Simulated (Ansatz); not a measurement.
Input for Ansatz (a quantum-chemistry and plane-wave program): R-MP2/cc-pVTZ on BH3 (SMILES B).

Ansatz 0.2 input:
```yaml
crystal:
  periodic: [false, false, false]
  atoms:
    - {symbol: B, position_ang: [0.00000000, 0.00000000, 0.00000000]}
    - {symbol: H, position_ang: [-0.12726275, 1.18258355, -0.00144508]}
    - {symbol: H, position_ang: [-0.96039555, -0.70151079, -0.01499152]}
    - {symbol: H, position_ang: [1.08765831, -0.48107276, 0.01643660]}
basis:
  gaussian:
    orbitals: cc-pVTZ
magnetization: {spin_polarized: false}
correlation: {method: mp2, electrons: outside_noble_gas}
accuracy: high
relax: {f_tol: 0.0005, max_steps: 60}
scf: {lower_state_search: off}
output: {forces: true}
```

Q: Give the final energy of this run.

A: -26.5135 hartree.
